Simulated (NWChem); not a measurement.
boron oxyfluoride (BOF); SMILES O=BF

```xyz
3

F      0.0000     0.0000    -1.2080
B      0.0000     0.0000     0.0862
O      0.0000     0.0000     1.3052
```
Atoms are numbered in this order, from 1.

Coordinates come from a PBE-D3(BJ)/def2-SVP optimisation.

List the 4 lowest vertical singlet excitations from CAM-B3LYP/6-31+G* (spherical d), TDA (NWChem).


```tsv
state	energy (eV)	oscillator strength	leading excitation (squared amplitude)
S1	7.86	0.059	HOMO → LUMO (0.92)
S2	7.86	0.059	HOMO−1 → LUMO (0.92)
S3	8.88	0.000	HOMO−1 → LUMO+2 (0.27)
S4	9.11	0.000	HOMO−1 → LUMO+1 (0.29)
```
